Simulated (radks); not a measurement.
Q: Ionisation of neutral scandium, [Ar] 3d1 4s2, to [Ar] 3d1 4s1 as the strength of local exchange is varied. Method: Dirac Kohn-Sham, Slater X-alpha exchange (alpha = 2/3 is LDA exchange), no correlation, spin-unpolarised, spherical densities, point nucleus; open shells fill j = l - 1/2 first; computed with a radial shooting solver on a logarithmic mesh with Libxc functionals.

alpha  E(Sc) (hartree)  exchange (hartree)  IE (eV)  -e of the level emptied (eV)  <r> of it (bohr)
0.567       -755.37886           -29.91423    5.682                 3.023 (4s1/2)             3.884
0.588       -756.48753           -31.06338    5.783                 3.109 (4s1/2)             3.862
0.609       -757.59767           -32.21539    5.885                 3.197 (4s1/2)             3.841
0.667       -760.67139           -35.41189    6.173                 3.450 (4s1/2)             3.781
0.675       -761.09623           -35.85449    6.214                 3.486 (4s1/2)             3.772
0.931       -774.80212           -50.23436    7.605                 4.750 (4s1/2)             3.519
?           -776.09804           -51.60394    7.744                 4.879 (4s1/2)             3.497

Which alpha was used in the last row?

A: alpha = 0.955. NIST Atomic Spectra Database: 6.561 eV (measured). The Delta-SCF value meets it near alpha = 0.74. Spin polarisation and multiplet splitting are left out, so open shells lie too high by an amount that depends on their filling.

Beside tabulated values, note that spin-unpolarised runs miss the spin-polarisation part of the exchange energy of open shells.
